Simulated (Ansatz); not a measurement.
Isomers of BGeH5O, relaxed with PBE0-D4/def2-TZVP in Ansatz; electronic energies, one conformer each and not always the lowest. Functionals use def2-TZVPP; CBS adds triple-zeta CCSD(T) − MP2 to the MP2 limit of def2-TZVPP and def2-QZVPP.

Outer-core shells of Ge are correlated without core-valence functions. Scalar relativity is left out up to krypton. Spin–orbit coupling is left out.

Problem. Order them by energy at frozen-core CCSD(T)/CBS, lowest first. (An estimate is asked.)
A. `[BH2][GeH2][OH]`
B. `O[BH][GeH3]`
C. `B[O][GeH3]`

Solution. C (0.0 kJ/mol), B (31.6 kJ/mol), A (155.7 kJ/mol).

Problem. How do B3LYP, PBE-D4, B3LYP-D4, HF/CBS(def2) place them (kJ/mol, against `B[O][GeH3]`)? (Best estimate.)

Solution. Ansatz gave: 
| isomer | B3LYP | PBE-D4 | B3LYP-D4 | HF/CBS(def2) |
| --- | --- | --- | --- | --- |
| `[BH2][GeH2][OH]` | 162.8 | 154.2 | 163.1 | 168.4 |
| `O[BH][GeH3]` | 34.4 | 19.2 | 35.1 | 58.0 |

B3LYP here is the variant with VWN-RPA as its local correlation; programs differ in this.
